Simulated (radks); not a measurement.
Problem. The mean radii <r> (bohr) of the occupied orbitals of an atom or ion are listed with their occupations. Calculated with a radial shooting solver on a logarithmic mesh with Libxc functionals: scalar-relativistic Kohn-Sham, PBE, spin-unpolarised, spherical densities, finite nucleus; Fermi nuclear charge, rms radius of each element as measured or else 0.836 A^(1/3) + 0.57 fm.

| orbital | occ. | <r> |
|---|---|---|
| 1s | 2 | 0.09097 |
| 2s | 2 | 0.4437 |
| 2p | 6 | 0.4062 |
| 3s | 2 | 1.442 |
| 3p | 3 | 1.602 |

Name the element and its charge.

Solution. Z = 17, chlorine, charge +2: Cl2+ in [Ne] 3s2 3p3. The 1s radius gives Z: for a bare nucleus <r> = (2 gamma + 1)/(2Z) with gamma = sqrt(1 - (Z/c)^2), 0.08778 bohr for Z = 17, and screening makes it slightly larger (0.09097 here). The occupations add up to 15, and the charge is Z minus that.
